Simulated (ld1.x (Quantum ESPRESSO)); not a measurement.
Pseudopotential generation for nitrogen (N): PAW, PBE, scalar-relativistic.

ld1.x (Quantum ESPRESSO) 7.5 was run on this input:

```
&input
   title='N', zed=7., rel=1, dft='PBE', iswitch=3,
   config='[He] 2s2 2p3 3d-2',
   nld=3, rlderiv=2.55, eminld=-3.0, emaxld=5.0, deld=0.02
 /
 &inputp
   pseudotype=3, lpaw=.true., tm=.true., lloc=-1, rcloc=2.15,
   nlcc=.true., new_core_ps=.true.,
   which_augfun='BESSEL', rmatch_augfun=0.80,
   file_pseudopw='N.UPF', file_wfcaegen='ae.wfc', file_wfcncgen='nc.wfc', file_beta='beta', file_chi='chi', file_wfcusgen='us.wfc'
 /
5
2S  1  0   2.00   0.00  0.80  1.05  0.0
2S  1  0   0.00  -0.45  0.80  1.05  0.0
2P  2  1   3.00   0.00  1.65  2.10  0.0
2P  2  1   0.00   1.25  1.65  2.10  0.0
3D  3  2  -2.00   0.30  1.90  2.35  0.0
 &test
   configts(1)='2s2 2p3'
 /
```

Command:

```bash
ld1.x < N.in > N.out
```

Output (shortened: banner, matrices, multipoles, cross overlaps and the repeated all-electron block are left out):

```
Program LD1 v.7.5

     !!!!!!!!!!!!!!!!!!! WARNING !!!!!!!!!!!!!!!!!!!!!!!
     Message from routine ld1_readin:
     US requires at least two energies per channel 3D
     !!!!!!!!!!!!!!!!!!!!!!!!!!!!!!!!!!!!!!!!!!!!!!!!!!!
     --------------------------- All-electron run ----------------------------

     N
     scalar relativistic calculation

     atomic number is  7.00
     dft =PBE   lsd =0 sic =0 latt =0  beta=0.20 tr2=1.0E-14
     Exchange-correlation= PBE
                           (   1   4   3   4   0   0   0)
     mesh =1085 r(mesh) =  99.89202 a.u. xmin = -7.00 dx = 0.01250
     1 Ry =  13.60569312 eV, c = 137.03599908

     n l     nl                  e(Ry)          e(Ha)          e(eV)
     1 0     1S 1( 2.00)       -28.2764       -14.1382      -384.7204
     2 0     2S 1( 2.00)        -1.3658        -0.6829       -18.5828
     2 1     2P 1( 3.00)        -0.5211        -0.2606        -7.0900

     final scf error:  7.1E-15 reached in  23 iterations

     Etot =    -108.906480 Ry,     -54.453240 Ha,   -1481.748141 eV

     Ekin =     108.686336 Ry,      54.343168 Ha,    1478.752934 eV
     Encl =    -256.222520 Ry,    -128.111260 Ha,   -3486.084983 eV
     Eh   =      51.762930 Ry,      25.881465 Ha,     704.270546 eV
     Exc  =     -13.133226 Ry,      -6.566613 Ha,    -178.686639 eV

     normalization and overlap integrals

     s(1S/1S) =  1.000000  <r> =   0.2297  <r2> =    0.0714  r(max) =   0.1483
     s(2S/2S) =  1.000000  <r> =   1.3197  <r2> =    2.1153  r(max) =   1.0167
     s(2P/2P) =  1.000000  <r> =   1.4841  <r2> =    2.9193  r(max) =   0.9793

     ------------------------ End of All-electron run ------------------------

     --------------------- Generating PAW atomic setup --------------------

      Generating local potential from pseudized AE potential:
      Matching radius rcloc =   2.1500

      Local pseudo, rcloc= 2.126 Estimated cut-off energy=     5.47 Ry

      Computing core charge for nlcc:

       r > 0.41 : true rho core
      Core charge pseudized with two Bessel functions
      Integrated core pseudo-charge :   1.27
      Wfc-us  2S rcutus= 1.056  Estimated cut-off energy=    40.23 Ry
      Wfc-us  2S rcutus= 1.056  Estimated cut-off energy=    41.95 Ry
      Wfc-us  2P rcutus= 2.126  Estimated cut-off energy=    17.70 Ry
      Wfc-us  2P rcutus= 2.126  Estimated cut-off energy=    35.62 Ry
      Wfc-us  3D rcutus= 2.349  Estimated cut-off energy=    18.60 Ry

     Required augmentation: BESSEL   radius:    0.800000
     Suggested rho cutoff for augmentation: 154.44 Ry

     Estimated PAW energy =  -27.607658 Ryd

     ------------------- End of pseudopotential generation -------------------

     Computing logarithmic derivative in   2.54813
     Computing logarithmic derivative in   2.54813
     Computing the partial wave expansion
     R is outside the sphere for l=    0 j= 0.00
     R is outside the sphere for l=    0 j= 0.00
     R is outside the sphere for l=    1 j= 0.00
     R is outside the sphere for l=    1 j= 0.00
     R is outside the sphere for l=    2 j= 0.00

     ---------------------- Testing the pseudopotential ----------------------

     N
     scalar relativistic calculation

     atomic number is  7.00   valence charge is  5.00
     dft = SLA  PW   PBX  PBC   lsd =0 sic =0 latt =0  beta=0.20 tr2=1.0E-14
     mesh =1085 r(mesh) =  99.89202 xmin = -7.00 dx = 0.01250

     n l     nl             e AE (Ry)        e PS (Ry)    De AE-PS (Ry)
     1 0     2S   1( 2.00)       -1.36581       -1.36581        0.00000
     2 1     2P   1( 3.00)       -0.52111       -0.52111       -0.00000

     eps = 9.1E-16  iter =  3

     Etot =    -108.906480 Ry,     -54.453240 Ha,   -1481.748141 eV
     Etotps =   -27.607657 Ry,     -13.803829 Ha,    -375.621311 eV

     Ekin =      20.451187 Ry,      10.225594 Ha,     278.252576 eV
     Encl =     -51.263419 Ry,     -25.631710 Ha,    -697.474349 eV
     Ehrt =      16.337801 Ry,       8.168900 Ha,     222.287102 eV
     Ecxc =     -13.133226 Ry,      -6.566613 Ha,    -178.686639 eV
     (Ecc =      -3.521736 Ry,      -1.760868 Ha,     -47.915655 eV)

     ---------------------- End of pseudopotential test ----------------------
```

The ghost test of this file was not conclusive. Its overlap operator is not positive definite in a basis up to 400 Ry (lowest eigenvalue s -0.20), so the file is unfit for use: the generalised eigenproblem breaks down once the basis is large enough, and its test numbers describe a broken file.

Generation and configuration tests took about 3.2 s on one core of a shared server CPU.

Transferability test of the new file with ld1.x, input:

```
&input
   title='N', zed=7., rel=1, dft='PBE', iswitch=2,
   config='[He] 2s2 2p3 3d-2'
 /
 &test
   file_pseudo='N.UPF', nconf=8,
   configts(1)='2s2 2p3',
   configts(2)='2s2 2p2',
   configts(3)='2s2 2p1',
   configts(4)='2s2 2p0',
   configts(5)='2s2 2p2.5',
   configts(6)='2s1 2p3',
   configts(7)='2s1 2p4',
   configts(8)='2s0 2p5'
 /
```

```bash
ld1.x < N.test.in > N.test.out
```

Pseudopotential blocks of its output, shortened (energy terms left out):

```
     ---------------------- Testing the pseudopotential ----------------------

     n l     nl             e AE (Ry)        e PS (Ry)    De AE-PS (Ry)
     1 0     2S   1( 2.00)       -1.36581       -1.36581        0.00000
     2 1     2P   1( 3.00)       -0.52111       -0.52111       -0.00000

     eps = 9.5E-16  iter =  3

     Etot =    -108.906480 Ry,     -54.453240 Ha,   -1481.748142 eV
     Etotps =   -27.607657 Ry,     -13.803829 Ha,    -375.621311 eV

     ---------------------- End of pseudopotential test ----------------------

          ---------------------- Testing the pseudopotential ----------------------

     n l     nl             e AE (Ry)        e PS (Ry)    De AE-PS (Ry)
     1 0     2S   1( 2.00)       -2.38592       -2.38817        0.00225
     2 1     2P   1( 2.00)       -1.52057       -1.50138       -0.01919  !

     eps = 4.5E-16  iter = 19

     Etot =    -107.907526 Ry,     -53.953763 Ha,   -1468.156687 eV
     Etotps =   -26.617770 Ry,     -13.308885 Ha,    -362.153206 eV
     dEtot_ae =       0.998954 Ry
     dEtot_ps =       0.989887 Ry,   Delta E=       0.009066 Ry

     ---------------------- End of pseudopotential test ----------------------

          ---------------------- Testing the pseudopotential ----------------------

     n l     nl             e AE (Ry)        e PS (Ry)    De AE-PS (Ry)
     1 0     2S   1( 2.00)       -3.61318       -3.62910        0.01592  !
     2 1     2P   1( 1.00)       -2.75706       -2.73835       -0.01871  !

     eps = 3.8E-15  iter = 27

     Etot =    -105.786813 Ry,     -52.893406 Ha,   -1439.302911 eV
     Etotps =   -24.519737 Ry,     -12.259868 Ha,    -333.608012 eV
     dEtot_ae =       3.119667 Ry
     dEtot_ps =       3.087921 Ry,   Delta E=       0.031746 Ry

     ---------------------- End of pseudopotential test ----------------------
```

The test run then stopped with an error in new_paw_hamiltonian: “negative rho”.
